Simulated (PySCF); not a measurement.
# Radial density of Tc⁺ (technetium, charge +1)

UHF, [Kr] 4d5 5s1, high-spin 7S determinant. Calculation: PySCF 2.14, in x2c-TZVPall (8s6p6d1f, 63 functions); scalar relativity by spin-free X2C-1e.

```
r (bohr)  4πr²ρ (e/bohr)  4πr²(ρα − ρβ)
  0.0368           48.91        -0.0047
  0.0620           50.01         0.0052
   0.104           67.84         0.1319
   0.175           47.21         0.5325
   0.295           50.83         0.6984
   0.496           30.98        -0.0123
   0.834           12.30         1.7560
    1.40           8.712         3.4575
    2.36           1.876         1.5774
    3.97          0.2921         0.2914
    6.68        0.006647         0.0066
```

Densities and radii are taken from the X2C orbitals without a picture-change correction, which distorts them close to the nucleus.

**Question.** Where is the radial spin density 4πr²(ρα − ρβ) most negative, and why is it negative at all?

**Answer.** Around r = 0.496 bohr, down to -0.0123 e/bohr: exchange with the open shell polarises the paired shells in an unrestricted calculation.
